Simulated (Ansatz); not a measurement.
One change: `CC([SiH3])C=N` becomes `CC(F)C=N`.

Ansatz, PBE0-D4/def2-TZVP geometries, multiplicity 1. Each molecule was computed in one conformer, which needn't be the lowest.

```
                                          property  `CC([SiH3])C=N`
             LUMO energy (ωB97M-V/def2-TZVPP) / eV             1.74
             HOMO–LUMO gap (B3LYP/def2-TZVPP) / eV             6.66
    size of the dipole moment (PBE/def2-TZVPP) / D             2.47
               LUMO energy (B3LYP/def2-TZVPP) / eV            -0.58
  size of the dipole moment (B3LYP/def2-TZVPP) / D             2.55
size of the dipole moment (ωB97M-V/def2-TZVPP) / D             2.55
```

(1) Give the same properties after the change, and the shifts. (An estimate is asked.)

## Answers

(1) Ansatz gave: 
```csv
property,`CC(F)C=N`,shift
LUMO energy (ωB97M-V/def2-TZVPP) / eV,1.89,0.15
HOMO–LUMO gap (B3LYP/def2-TZVPP) / eV,6.94,0.28
size of the dipole moment (PBE/def2-TZVPP) / D,2.72,0.25
LUMO energy (B3LYP/def2-TZVPP) / eV,-0.59,-0.01
size of the dipole moment (B3LYP/def2-TZVPP) / D,2.83,0.28
size of the dipole moment (ωB97M-V/def2-TZVPP) / D,2.82,0.27
```

Dipoles are sizes alone; their direction can turn.

B3LYP here is the variant with VWN-RPA as its local correlation; programs differ in this.
